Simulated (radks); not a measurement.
Results of a calculation; reference values are marked as such.
Ga27+, 4 electrons, occupied as [He] 2s2 (the NIST ground configuration). Code: a radial shooting solver on a logarithmic mesh with Libxc functionals. Model: scalar-relativistic Kohn-Sham, LB94 model potential, spin-polarised, spherical densities, finite nucleus; Fermi nuclear charge, rms radius 3.9973 fm.

Unscreened Slater integrals over Kohn-Sham orbitals (eV). They are taken over the spin-up orbitals.

integral,value
"F0(2s,2s)",122.68
"F0(2s,1s)",171.74
"G0(2s,1s)",17.267
"F0(1s,1s)",530.30
